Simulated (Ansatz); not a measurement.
Input for Ansatz (an electronic-structure program): R-CCSD(T)/cc-pV(D+d)Z on AlH3O3 (SMILES [OH][Al]([OH])[OH]). The basis file is the Basis Set Exchange's JSON of that set.

Ansatz 0.2 input:
```yaml
crystal:
  periodic: [false, false, false]
  atoms:
    - {symbol: O, position_ang: [-1.27161132, -1.10517117, 0.21390668]}
    - {symbol: Al, position_ang: [-0.00001874, -0.00003084, -0.00006521]}
    - {symbol: O, position_ang: [-0.33025128, 1.66146847, -0.12011210]}
    - {symbol: O, position_ang: [1.60177732, -0.55634493, -0.09388055]}
    - {symbol: H, position_ang: [-2.19576850, -0.84812359, 0.27387001]}
    - {symbol: H, position_ang: [0.34794493, 2.33159137, -0.24143597]}
    - {symbol: H, position_ang: [1.84782758, -1.48338932, -0.03238287]}
basis:
  gaussian:
    orbitals: cc-pV_D+d_Z.json
magnetization: {spin_polarized: false}
correlation: {method: ccsd_t, electrons: outside_noble_gas}
scf: {lower_state_search: off}
```

It printed:

```
WARN ansatz: RAYON_NUM_THREADS=4 ignored (pool sized by the plan → 4); use --threads N
Functional definition: HF
these checks for a lower state are left out or cut short: stability, starts, cluster_reference, orbital_swaps, neighbouring_geometries, increment
integrals: 0.07 GiB planned
762 factors; integrals over basis functions are off by at most 1.4e-3 eV
mean field: 0.16 GiB planned
mean field evaluation 1: about -12741.6525 eV, gradient 5.5e1 eV
mean field evaluation 2: about -12741.6550 eV, gradient 5.5e1 eV
mean field evaluation 4: about -12747.0185 eV, gradient 2.2e0 eV
mean field evaluation 8: about -12747.0384 eV, gradient 1.2e-1 eV
mean field -12747.03852888 eV, -468.4450256832 hartree, gradient 1.8e-6 eV, S^2 0.000000; 0 other end points of the search recorded, 0 dependent functions left out
8 core orbitals not correlated
reference -12747.03852888 eV, -468.4450256832 hartree; 12, 12 occupied and 60, 60 virtual orbitals, 762 factors
second order -17.10407477 eV of doubles, -0.00000000 eV of singles
coupled cluster: 0.23 GiB planned
cycle   1  -17.04541880 eV  change    5.9e-2 eV  update   9.3e-2
cycle   2  -17.39507948 eV  change   -3.5e-1 eV  update   2.6e-2
cycle   3  -17.50855906 eV  change   -1.1e-1 eV  update   1.5e-2
cycle   4  -17.50040042 eV  change    8.2e-3 eV  update   3.0e-3
cycle   5  -17.49754121 eV  change    2.9e-3 eV  update   1.2e-3
cycle   6  -17.49789917 eV  change   -3.6e-4 eV  update   3.8e-4
cycle   7  -17.49777521 eV  change    1.2e-4 eV  update   1.3e-4
cycle   8  -17.49770403 eV  change    7.1e-5 eV  update   4.6e-5
cycle   9  -17.49770909 eV  change   -5.1e-6 eV  update   1.8e-5
perturbative correction -0.34101626 eV, -0.0125321163 hartree
Total energy: -12764.87725422 eV, -469.1005867481 hartree
Checks for a lower state left out: stability, starts, cluster_reference, orbital_swaps, neighbouring_geometries, increment
```

Self-consistency was reached.

Cost: very roughly 2.9 core-seconds.
